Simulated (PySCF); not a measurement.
The complex [CoF5]3- (charge -3) contains Co(II), shell d7. The structure is a PBE0-D3(BJ)/def2-TZVP, IEF-PCM water geometry optimised for multiplicity 4; coordination trigonal bipyramidal, point group C3v, metal–donor distances 2.01–2.12 Å.

Method (PySCF 2.14, density fitting): CASSCF(7,5) with orbitals averaged over all microstates of the shell, strongly contracted NEVPT2 on the averaged canonical orbitals; basis x2c-TZVPall on the metal, x2c-SVPall elsewhere; spin-free X2C; IEF-PCM water; spin-orbit coupling by state interaction with the mean-field operator over all roots.

CASSCF energies above the lowest CASSCF root:

| state | CASSCF / cm⁻¹ |
| --- | --- |
| 4A2 | 0 |
| 4A1 | 1138 |
| 4A2 | 1204 |
| 4E | 2745 |
| 4E | 7526 |
| 2E | 17338 |
| 4A2 | 20208 |
| 2E | 20316 |
| 2A1 | 20605 |
| a 2S+1 = 2 state (88 % 2G) | 20672 |
| 2A1 | 20929 |
| 4E | 22576 |
| 2E | 24880 |
| 2A2 | 25357 |
| 2A2 | 26504 |
| 2A1 | 26520 |
| 2E | 28528 |
| 2E | 29362 |
| 2E | 29774 |
| 2A2 | 30301 |
| 2A1 | 30780 |
| 2E | 31257 |

**Question.** How does dynamic correlation (SC-NEVPT2) move these states?

**Answer.** 
```json
{"state": "4A2", "NEVPT2 / cm⁻¹": "0", "shift / cm⁻¹": "0"}
{"state": "4A1", "NEVPT2 / cm⁻¹": "1504", "shift / cm⁻¹": "+366"}
{"state": "4A2", "NEVPT2 / cm⁻¹": "1580", "shift / cm⁻¹": "+376"}
{"state": "4E", "NEVPT2 / cm⁻¹": "3372", "shift / cm⁻¹": "+626"}
{"state": "4E", "NEVPT2 / cm⁻¹": "9442", "shift / cm⁻¹": "+1917"}
{"state": "2E", "NEVPT2 / cm⁻¹": "14776", "shift / cm⁻¹": "-2562"}
{"state": "4A2", "NEVPT2 / cm⁻¹": "18058", "shift / cm⁻¹": "-2150"}
{"state": "2E", "NEVPT2 / cm⁻¹": "18985", "shift / cm⁻¹": "-1332"}
{"state": "2A1", "NEVPT2 / cm⁻¹": "19736", "shift / cm⁻¹": "-868"}
{"state": "a 2S+1 = 2 state (88 % 2G)", "NEVPT2 / cm⁻¹": "19651", "shift / cm⁻¹": "-1021"}
{"state": "2A1", "NEVPT2 / cm⁻¹": "19750", "shift / cm⁻¹": "-1179"}
{"state": "4E", "NEVPT2 / cm⁻¹": "20886", "shift / cm⁻¹": "-1689"}
{"state": "2E", "NEVPT2 / cm⁻¹": "21800", "shift / cm⁻¹": "-3081"}
{"state": "2A2", "NEVPT2 / cm⁻¹": "22539", "shift / cm⁻¹": "-2818"}
{"state": "2A2", "NEVPT2 / cm⁻¹": "25333", "shift / cm⁻¹": "-1171"}
{"state": "2A1", "NEVPT2 / cm⁻¹": "25351", "shift / cm⁻¹": "-1169"}
{"state": "2E", "NEVPT2 / cm⁻¹": "28208", "shift / cm⁻¹": "-320"}
{"state": "2E", "NEVPT2 / cm⁻¹": "29216", "shift / cm⁻¹": "-146"}
{"state": "2E", "NEVPT2 / cm⁻¹": "27752", "shift / cm⁻¹": "-2022"}
{"state": "2A2", "NEVPT2 / cm⁻¹": "28823", "shift / cm⁻¹": "-1478"}
{"state": "2A1", "NEVPT2 / cm⁻¹": "29039", "shift / cm⁻¹": "-1741"}
{"state": "2E", "NEVPT2 / cm⁻¹": "29813", "shift / cm⁻¹": "-1443"}
```

No frequencies were computed for the optimised geometry. NEVPT2 lifts 4E from 7526 to 9442 cm⁻¹; on the d shell alone such lifts tend to overshoot. Gaps between spin states lean to high spin in this active space.
